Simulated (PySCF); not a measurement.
Input of a run (PBE0-D3(BJ)/def2-SVP geometry optimisation, gas phase (PySCF 2.14.0)), started from GFN2-xTB:
```
{"job": {"xc": "PBE0", "basis": "def2-SVP", "d3": "d3bj", "grid": 1, "shake": 0.01, "kind": "geom"}, "charge": 0, "multiplicity": 1}
C     -2.658700    -0.152150     0.336020
N     -1.292930    -0.440050     0.528390
Si    -0.058140     0.682250     0.191580
O      1.339910    -0.082560     0.703260
Ge     2.953970    -0.371530     0.302110
H     -3.132900     0.375750     1.196040
H     -2.757640     0.539140    -0.521460
H     -3.229230    -1.031830     0.119350
H     -1.145380    -1.097030     1.293910
H     -0.064850     1.950670     0.954150
H     -0.038950     0.922480    -1.236470
H      3.013730    -1.165310    -0.947040
H      3.606550     0.973120     0.130230
H      3.457400    -1.118020     1.502220
```

Output (energies in Eh, forces in Eh/bohr):
```
step   0  E = -2538.98646691  max force = 0.060547
step   1  E = -2538.99715320  max force = 0.018851
step   2  E = -2538.99829035  max force = 0.007214
step   3  E = -2538.99848798  max force = 0.001780
step   4  E = -2538.99857019  max force = 0.003095
step   5  E = -2538.99869844  max force = 0.002746
step   6  E = -2538.99895688  max force = 0.002119
step   7  E = -2538.99901241  max force = 0.001650
step   8  E = -2538.99913221  max force = 0.002300
step   9  E = -2538.99931893  max force = 0.003638
step  10  E = -2538.99945037  max force = 0.001682
step  11  E = -2538.99957755  max force = 0.002583
step  12  E = -2538.99970762  max force = 0.003890
step  13  E = -2538.99997496  max force = 0.004494
step  14  E = -2539.00092379  max force = 0.004235
step  15  E = -2539.00092429  max force = 0.003257
step  16  E = -2539.00162033  max force = 0.003538
step  17  E = -2539.00184400  max force = 0.003164
step  18  E = -2539.00270404  max force = 0.003265
step  19  E = -2539.00293078  max force = 0.002781
step  20  E = -2539.00305642  max force = 0.001346
step  21  E = -2539.00315084  max force = 0.001443
step  22  E = -2539.00324094  max force = 0.001403
step  23  E = -2539.00328774  max force = 0.000807
step  24  E = -2539.00331406  max force = 0.000286
step  25  E = -2539.00332265  max force = 0.000326
optimisation converged
```

Task: Summarise the run.

Result: The energy falls by 10.6 kcal/mol over 26 energy and gradient evaluations, the largest force component goes from 0.0605 to 3.3e-04 Eh/bohr, and the atoms move by 1.066 Å rms after alignment. The bond that changes most is O4–Ge5 (ends: oxygen bonded to Ge and Si; germanium bonded to O and 3 H), which lengthens by 0.086 Å. Bonds longer at the end by more than 0.005 Å: 9 of 13; shorter: 3. Among the angles that change most is N2–Si3–H10, from 117.4° to 106.1°. Among the dihedrals that turn most is C1–N2–Si3–H11, from -66° to 48°. The energy never rose by more than 1e-6 Eh on the way. The first step brought 63 % of the lowering.

Task: What are the final bond lengths?

Result: C1–N2 1.442 Å, N2–Si3 1.716 Å, Si3–O4 1.663 Å, O4–Ge5 1.774 Å, C1–H6 1.104 Å, C1–H7 1.102 Å, C1–H8 1.107 Å, N2–H9 1.014 Å, Si3–H10 1.491 Å, Si3–H11 1.498 Å, Ge5–H12 1.542 Å, Ge5–H13 1.539 Å, Ge5–H14 1.536 Å. Numbering counts from 1 in the input's order; the species is `CN[SiH2][O][GeH3]`.

The run used 137 basis functions and 178 SCF cycles in all. On an Arm Neoverse V2 with one thread, no GPU, shared host with 192 logical CPUs at a one-minute load of 32, this took 3.1 min wall and 0.55 GiB of memory at its peak.

No frequency check. One conformer, not necessarily the lowest.
